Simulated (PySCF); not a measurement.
ethenoxy(silyl)silane (C2H8OSi2), SMILES C=CO[SiH2][SiH3].

Coordinates come from a PBE-D3(BJ)/def2-SVP optimisation. Other conformers were not sampled.

Computed with PBE-D3(BJ)/def2-SVP run with PySCF.

Frequencies are harmonic and unscaled.

Computed harmonic wavenumbers and intensities:
```json
[
 {"mode": "1", "ν (cm⁻¹)": "51", "IR (km/mol)": "0.1", "moving atoms (share of kinetic energy)": "H 49 %, C 24 %, Si 23 %"},
 {"mode": "2", "ν (cm⁻¹)": "99", "IR (km/mol)": "0.3", "moving atoms (share of kinetic energy)": "H 47 %, C 33 %, Si 17 %"},
 {"mode": "3", "ν (cm⁻¹)": "110", "IR (km/mol)": "0.4", "moving atoms (share of kinetic energy)": "H 58 %, Si 18 %, C 13 %, O 11 %"},
 {"mode": "4", "ν (cm⁻¹)": "166", "IR (km/mol)": "2.2", "moving atoms (share of kinetic energy)": "H 34 %, C 32 %, O 22 %, Si 12 %"},
 {"mode": "5", "ν (cm⁻¹)": "211", "IR (km/mol)": "10.1", "moving atoms (share of kinetic energy)": "O 35 %, H 29 %, Si 26 %, C 10 %"},
 {"mode": "6", "ν (cm⁻¹)": "363", "IR (km/mol)": "16.2", "moving atoms (share of kinetic energy)": "H 94 %"},
 {"mode": "7", "ν (cm⁻¹)": "400", "IR (km/mol)": "4.2", "moving atoms (share of kinetic energy)": "Si 72 %, H 25 %"},
 {"mode": "8", "ν (cm⁻¹)": "488", "IR (km/mol)": "9.9", "moving atoms (share of kinetic energy)": "H 65 %, Si 23 %, C 8 %"},
 {"mode": "9", "ν (cm⁻¹)": "520", "IR (km/mol)": "13.7", "moving atoms (share of kinetic energy)": "H 51 %, C 23 %, O 17 %, Si 10 %"},
 {"mode": "10", "ν (cm⁻¹)": "588", "IR (km/mol)": "1.3", "moving atoms (share of kinetic energy)": "H 74 %, Si 20 %"},
 {"mode": "11", "ν (cm⁻¹)": "690", "IR (km/mol)": "23.9", "moving atoms (share of kinetic energy)": "H 47 %, C 23 %, O 16 %, Si 14 %"},
 {"mode": "12", "ν (cm⁻¹)": "702", "IR (km/mol)": "18.0", "moving atoms (share of kinetic energy)": "H 36 %, O 28 %, Si 18 %, C 18 %"},
 {"mode": "13", "ν (cm⁻¹)": "722", "IR (km/mol)": "17.2", "moving atoms (share of kinetic energy)": "H 86 %, O 10 %"},
 {"mode": "14", "ν (cm⁻¹)": "781", "IR (km/mol)": "131.0", "moving atoms (share of kinetic energy)": "H 83 %, C 10 %"},
 {"mode": "15", "ν (cm⁻¹)": "795", "IR (km/mol)": "290.3", "moving atoms (share of kinetic energy)": "H 76 %, C 19 %"},
 {"mode": "16", "ν (cm⁻¹)": "852", "IR (km/mol)": "33.6", "moving atoms (share of kinetic energy)": "H 84 %, Si 14 %"},
 {"mode": "17", "ν (cm⁻¹)": "893", "IR (km/mol)": "13.2", "moving atoms (share of kinetic energy)": "H 97 %"},
 {"mode": "18", "ν (cm⁻¹)": "901", "IR (km/mol)": "31.2", "moving atoms (share of kinetic energy)": "H 97 %"},
 {"mode": "19", "ν (cm⁻¹)": "908", "IR (km/mol)": "102.6", "moving atoms (share of kinetic energy)": "H 95 %"},
 {"mode": "20", "ν (cm⁻¹)": "947", "IR (km/mol)": "21.9", "moving atoms (share of kinetic energy)": "H 85 %, C 15 %"},
 {"mode": "21", "ν (cm⁻¹)": "962", "IR (km/mol)": "32.3", "moving atoms (share of kinetic energy)": "H 52 %, C 25 %, O 22 %"},
 {"mode": "22", "ν (cm⁻¹)": "1200", "IR (km/mol)": "160.1", "moving atoms (share of kinetic energy)": "C 49 %, O 28 %, H 22 %"},
 {"mode": "23", "ν (cm⁻¹)": "1303", "IR (km/mol)": "43.2", "moving atoms (share of kinetic energy)": "H 83 %, O 10 %"},
 {"mode": "24", "ν (cm⁻¹)": "1363", "IR (km/mol)": "19.4", "moving atoms (share of kinetic energy)": "H 81 %, C 17 %"},
 {"mode": "25", "ν (cm⁻¹)": "1646", "IR (km/mol)": "144.0", "moving atoms (share of kinetic energy)": "C 86 %, H 13 %"},
 {"mode": "26", "ν (cm⁻¹)": "2139", "IR (km/mol)": "91.0", "moving atoms (share of kinetic energy)": "H 97 %"},
 {"mode": "27", "ν (cm⁻¹)": "2149", "IR (km/mol)": "48.8", "moving atoms (share of kinetic energy)": "H 98 %"},
 {"mode": "28", "ν (cm⁻¹)": "2166", "IR (km/mol)": "56.6", "moving atoms (share of kinetic energy)": "H 96 %"},
 {"mode": "29", "ν (cm⁻¹)": "2174", "IR (km/mol)": "63.1", "moving atoms (share of kinetic energy)": "H 96 %"},
 {"mode": "30", "ν (cm⁻¹)": "2192", "IR (km/mol)": "108.8", "moving atoms (share of kinetic energy)": "H 96 %"},
 {"mode": "31", "ν (cm⁻¹)": "3087", "IR (km/mol)": "17.4", "moving atoms (share of kinetic energy)": "H 94 %"},
 {"mode": "32", "ν (cm⁻¹)": "3097", "IR (km/mol)": "7.3", "moving atoms (share of kinetic energy)": "H 91 %, C 9 %"},
 {"mode": "33", "ν (cm⁻¹)": "3194", "IR (km/mol)": "5.4", "moving atoms (share of kinetic energy)": "H 89 %, C 11 %"}
]
```
